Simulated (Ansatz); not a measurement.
(SnS)n: PBE0-D4/def2-SVP single points in Ansatz on relaxed structures, gas phase. Each cluster is the lowest isomer that a short search found in that spin, judged at the geometry's level, and lower ones may exist. Core potentials for Sn, no spin–orbit coupling. Binding counts from free atoms in the multiplicity of their measured ground term, without zero-point energy. Singlets are spin-restricted. Sets without diffuse functions give affinities that are too small. A dash marks a value that wasn't run or was left out as unsound. The structures are stationary points that may keep the symmetry of their start. Remarks come from the PBE and PBE0 runs and from stability tests at other levels; not every state was tested. A HOMO above zero means that the electron is unbound at that level and held by the basis, or that self-interaction error raises the level; the energy of removing that electron tells which. HOMO above LUMO (over both spins in singlets and doublets, within one spin in higher multiplets; at PBE or PBE0), or a gap under 0.15 eV within one spin, warns that the state may not be the lowest or that an electron is smeared out.

| species | atoms | state | geometry | HOMO (eV) | LUMO (eV) | gap (eV) | vertical IE (eV) | vertical EA (eV) | vertical triplet (eV) | binding per atom (eV) | point group (within 0.1 Å) | remarks |
| --- | --- | --- | --- | --- | --- | --- | --- | --- | --- | --- | --- | --- |
| Sn3S3 | 6 | singlet | r2SCAN-D4/def2-SVP | -6.24 | -3.07 | 3.17 | – | – | – | 3.17 | C2v | HOMO above zero (-1 doublet) |
| Sn6S6 | 12 | singlet | PBE-D4/def2-SVP | -6.03 | -2.56 | 3.46 | 7.32 | 1.42 | 2.47 | 3.36 | C2 | HOMO above zero (-1 doublet), gap within one spin near zero at PBE or PBE0 (-1 doublet), gap within one spin near zero at PBE or PBE0 (triplet) |

(1) Estimate the rows for Sn5S5 (singlet, PBE0-D4/def2-SVP geometry).

(1) 
```json
{"species": "Sn5S5", "atoms": "10", "state": "singlet", "geometry": "PBE0-D4/def2-SVP", "HOMO (eV)": "-6.18", "LUMO (eV)": "-2.84", "gap (eV)": "3.34", "vertical IE (eV)": "7.52", "vertical EA (eV)": "1.59", "vertical triplet (eV)": "2.21", "binding per atom (eV)": "3.33", "point group (within 0.1 Å)": "Cs", "remarks": "gap within one spin near zero at PBE or PBE0 (+1 doublet), HOMO above zero (-1 doublet), gap within one spin near zero at PBE or PBE0 (-1 doublet)"}
```

The gap (eV) runs from 3.17 (Sn3S3) to 3.46 (Sn6S6). The binding per atom (eV) runs from 3.17 (Sn3S3) to 3.36 (Sn6S6).
